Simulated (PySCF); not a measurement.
# Computed structure and properties of [WOF3]−

System: [WOF3]− (singlet); start: displaced along the imaginary mode (Cs). Method: PySCF 2.14.0, RKS r2SCAN, W def2-SVP with ECP60, O def2-SVP, F def2-SVP; non-relativistic Hamiltonian with scalar-relativistic core potentials where named; density fitting; no spin-orbit coupling.

Input of the relaxation:

```python
mol = gto.M(atom='''
W      0.06640    -0.00000    -0.01938
O      1.80001     0.00000     0.25000
F     -0.13036     1.87783    -0.11590
F     -1.89767     0.00000     0.20900
F     -0.13036    -1.87783    -0.11590''',
    basis={'W': 'def2-SVP', 'O': 'def2-SVP', 'F': 'def2-SVP'},
    ecp={'W': 'def2-SVP'},
    charge=-1, spin=0)
mf = dft.RKS(mol, xc='R2SCAN')
mf.grids.atom_grid = (50, 194)
mf = mf.density_fit()  # fitting sets: W def2-universal-JKFIT, O def2-universal-JKFIT, F def2-universal-JKFIT
mf.conv_tol = 1e-08; mf.max_cycle = 55
mf.kernel(dm0)  # dm0: converged density of the start geometry
# quasi-Newton relaxation in Cartesian coordinates to a largest gradient under 0.00045 Eh/bohr, steps kept in the point group
```

Run from Python with OMP_NUM_THREADS=2; the lines above give its settings. Where DIIS fails, smearing, a level shift and second-order steps follow.
It took 20 s on 2 threads of Arm Neoverse V1, on a shared host, from the converged density of the start.

Course of the relaxation:

| step | energy above end (eV) | largest force component within the symmetry (eV/Å) |
| --- | --- | --- |
| 0 | 0.0237 | 1.180 |
| 1 | 0.0060 | 0.468 |
| 2 | 0.0031 | 0.048 |
| 3 | 0.0022 | 0.083 |
| 4 | 0.0005 | 0.197 |
| 5 | 0.0001 | 0.057 |
| 6 | 0.0000 | 0.012 |

Relaxed geometry (Cs):

```xyz
5

W     0.0651    0.0000   -0.0003
O     1.7653    0.0000    0.3281
F    -0.1277    1.8673   -0.2085
F    -1.8669    0.0000    0.2970
F    -0.1277   -1.8673   -0.2085
```

```csv
contact,Å
W1–O2 (O),1.732
W1–F3 (F),1.889
W1–F4 (F),1.955
W1–F5 (F),1.889
```

On the finer grid (75, 302):

The HOMO is 0.13 eV. The LUMO is 1.90 eV, the dipole about the centre of mass is 0.29 D and the set of Mulliken populations of W1 outside the core potential is s 2.91, p 6.38, d 3.85, f 0.18. The D3(BJ) dispersion energy (not in the energies) is -0.020 eV.

| atom | Mulliken (e) | Löwdin (e) | spin (e) |
| --- | --- | --- | --- |
| W1 | 0.67 | -0.17 | 0.00 |
| O2 | -0.45 | -0.21 | 0.00 |
| F3 | -0.39 | -0.18 | 0.00 |
| F4 | -0.44 | -0.26 | 0.00 |
| F5 | -0.39 | -0.18 | 0.00 |

The highest filled level lies above zero, as often for anions with such functionals and bases; it isn't the detachment energy.

No frequency check is given here. The steps kept the symmetry Cs of the start, so a lower state may lie off it.

Rigid scan of O along the line from its metal, all other atoms held (where the atom bridges, its other bond changes as well):

(distance to O2 (Å), energy (eV)): (1.43, 4.089), (1.53, 1.500), (1.63, 0.312), (1.73, 0.000), (1.83, 0.223), (1.93, 0.757), (2.03, 1.457), (2.18, 2.630)

Taking off one F (charge -1, singlet; the rest: singlet) in vacuum, both parts rigid, costs 7.95 eV; the small basis without counterpoise inflates it.

Rigid scan of F along the line from its metal, all other atoms held (where the atom bridges, its other bond changes as well):

(distance to F3 (Å), energy (eV)): (1.59, 2.145), (1.69, 0.784), (1.79, 0.161), (1.89, 0.000), (1.99, 0.112), (2.09, 0.389), (2.29, 1.155), (2.59, 2.375), (2.99, 3.684), (3.49, 4.712)

One start shape was tried, so this needn't be the lowest isomer.
